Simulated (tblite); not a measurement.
Problem. What does the GFN2-xTB structure of InChI=1S/C4H10F2Si2/c5-4(6)3-1-2-7-8-3/h3-4H,1-2,7-8H2/t3-/m0/s1 look like in three dimensions?

Solution. 
Z-matrix in Å and degrees, rows numbered from 1:
```
F 
C   1  1.3600
F   2  1.3596  1  105.62
C   2  1.5086  1  111.48  3   120.70
C   4  1.5314  2  110.33  1    64.34
C   5  1.5285  4  111.31  2  -176.28
Si  6  1.9181  5  109.02  4    51.98
Si  4  1.9334  2  112.31  1   -58.21
H   2  1.1034  1  106.77  3  -113.86
H   4  1.0949  2  106.01  1  -177.79
H   5  1.0960  4  109.99  2    61.41
H   5  1.0940  4  108.75  2   -55.61
H   6  1.0919  5  109.01  4   -68.06
H   6  1.0893  5  109.37  4   175.76
H   7  1.4667  6  109.63  5  -149.04
H   7  1.4680  6  109.57  5    94.00
H   8  1.4634  4  109.19  2    28.54
H   8  1.4668  4  107.39  2   -87.98
```

Si8 (SiH2 silicon) has angles from 92.4° to 120.1°. Of the pairs four or more bonds apart, F1···H12 is among the closest relative to their van der Waals radii: 2.56 Å, 96 % of the sum of Bondi's values. The 3 C–C bonds span 1.509 Å (C2–C4, drawn single) to 1.531 Å (C4–C5, drawn single), a spread of 0.022 Å. The 5-membered ring C4–C5–C6–Si7–Si8 has internal angles of 92.4° to 111.3° (sum 516°, against 540° for a flat polygon); it is puckered, 0.21 Å rms from its mean plane, widest ring torsion 52°.

The geometry is computed with GFN2-xTB (gas phase).

Point group: C1 (no symmetry element, even within 0.4 Å). Its GFN2-xTB frequencies are all real (lowest 52 cm⁻¹). The numbers are those of one conformer (F1–C2–C4–C5 64°, C2–C4–C5–C6 -176°, C4–C5–C6–Si7 52°, C5–C6–Si7–Si8 -27°, C6–Si7–Si8–C4 0°).
